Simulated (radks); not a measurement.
Results of a calculation; reference values are marked as such.
Ne2+, configuration [He] 2s2 2p4 (the NIST ground configuration).

Code: a radial shooting solver on a logarithmic mesh with Libxc functionals. Model: scalar-relativistic Kohn-Sham, r2SCAN, spin-polarised, spherical densities, finite nucleus; open shells are filled with parallel spins first; meta-GGA in the generalised Kohn-Sham scheme; Fermi nuclear charge, rms radius 3.0055 fm.

Energy parts (hartree):
| part | energy |
|---|---|
| total | -126.73483 |
| kinetic | 126.78120 |
| electron-nucleus | -293.53048 |
| Hartree | 51.30075 |
| exchange-correlation | -11.28630 |

Orbitals (lengths in bohr, moments of r in powers of bohr; r(max) is where P^2 peaks; r(90%) holds 90 % of the orbital's charge):
1s up: occ. 1; eigenvalue (hartree) -32.69506; r(max) 0.1027; r(90%) 0.283; <r> 0.1580
1s down: occ. 1; eigenvalue (hartree) -32.59559; r(max) 0.1026; r(90%) 0.281; <r> 0.1574
2s up: occ. 1; eigenvalue (hartree) -3.03933; r(max) 0.6554; r(90%) 1.29; <r> 0.8198
2s down: occ. 1; eigenvalue (hartree) -2.82180; r(max) 0.6647; r(90%) 1.33; <r> 0.8388
2p up: occ. 3; eigenvalue (hartree) -2.13731; r(max) 0.5788; r(90%) 1.34; <r> 0.7974
2p down: occ. 1; eigenvalue (hartree) -1.89709; r(max) 0.5959; r(90%) 1.40; <r> 0.8318

The highest occupied level is 2p down at -51.622 eV. The electron density at the nucleus is 652.6 e/bohr^3 (large components only). Summed over all electrons, <r^2> = 4.986 bohr^2, which gives a Langevin (diamagnetic) susceptibility term of -3.95 x 10^-6 cm^3/mol. For comparison, the ionisation energy in NIST's Atomic Spectra Database is 63.423 eV (measured). In exact Kohn-Sham theory the highest level is minus the ionisation energy, but local and semilocal functionals leave it too shallow, through self-interaction and a potential that decays too fast; potentials with the right tail come closer. Spin moment in Bohr magnetons: 2. The spin density at the nucleus is 0.012 e/bohr^3 (1s -1.325, 2s 1.337). The density falls to 0.001 e/bohr^3 at r = 2.36 bohr.
